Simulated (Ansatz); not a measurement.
`CC1(I)BC1` at its PBE0-D4/def2-TZVP geometry, where that method's forces vanish. Total charge 0; spin multiplicity 1. I takes the def2 core potential.

| atom | x (Å) | y (Å) | z (Å) |
| --- | --- | --- | --- |
| C1 | -0.890 | -1.073 | -0.549 |
| C2 | -0.106 | -0.070 | 0.215 |
| I3 | -0.019 | -0.348 | 2.382 |
| B4 | 0.057 | 1.403 | 0.494 |
| C5 | 1.219 | 0.586 | -0.128 |
| H6 | -0.904 | -0.756 | -1.597 |
| H7 | -1.923 | -1.135 | -0.201 |
| H8 | -0.441 | -2.068 | -0.509 |
| H9 | -0.464 | 2.432 | 0.757 |
| H10 | 2.152 | 0.294 | 0.343 |
| H11 | 1.319 | 0.735 | -1.206 |

For each bond, give half the difference of the two atoms' forces along it (eV/Å; positive pushes the atoms apart) under PBE-D4, r2SCAN-D4, B3LYP-D4, ωB97M-V in def2-TZVPP. (Estimate.)

Computed: 
| bond | length (Å) | PBE-D4 | r2SCAN-D4 | B3LYP-D4 | ωB97M-V |
| --- | --- | --- | --- | --- | --- |
| C1–C2 | 1.485 | -0.14 | 0.01 | 0.13 | 0.23 |
| C1–H6 | 1.095 | 0.13 | -0.01 | -0.07 | -0.11 |
| C1–H7 | 1.091 | 0.12 | -0.02 | -0.06 | -0.08 |
| C1–H8 | 1.093 | 0.12 | -0.03 | -0.05 | -0.09 |
| C2–I3 | 2.186 | 0.23 | 0.25 | 0.31 | -0.10 |
| C2–B4 | 1.507 | 0.19 | 0.03 | -0.02 | 0.00 |
| C2–C5 | 1.518 | 0.11 | 0.07 | 0.07 | 0.14 |
| B4–C5 | 1.551 | 0.12 | 0.08 | 0.13 | 0.20 |
| B4–H9 | 1.183 | -0.03 | -0.07 | -0.15 | -0.18 |
| C5–H10 | 1.085 | 0.08 | -0.05 | -0.08 | -0.12 |
| C5–H11 | 1.094 | 0.10 | -0.03 | -0.11 | -0.12 |

B3LYP here is the variant with VWN-RPA as its local correlation; programs differ in this.
